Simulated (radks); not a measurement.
Q: Ionisation of neutral beryllium, [He] 2s2, to [He] 2s1 as the strength of local exchange is varied. Calculated with a radial shooting solver on a logarithmic mesh with Libxc functionals: non-relativistic Kohn-Sham, Slater X-alpha exchange (alpha = 2/3 is LDA exchange), no correlation, spin-polarised, spherical densities, point nucleus.

| alpha | E(Be) (hartree) | exchange (hartree) | IE (eV) | -e of the level emptied (eV) | <r> of it (bohr) |
|---|---|---|---|---|---|
| 0.576 | -13.91567 | -1.94051 | 7.127 | 4.057 (2s) | 2.766 |
| 0.645 | -14.14938 | -2.19645 | 7.515 | 4.488 (2s) | 2.702 |
| 0.667 | -14.22443 | -2.27910 | 7.641 | 4.629 (2s) | 2.682 |
| 0.736 | -14.46145 | -2.54162 | 8.045 | 5.083 (2s) | 2.622 |
| ? | -14.84801 | -2.97439 | 8.717 | 5.850 (2s) | 2.532 |

Which alpha was used in the last row?

A: alpha = 0.847. NIST Atomic Spectra Database: 9.323 eV (measured). The central value is not met in this range of alpha.
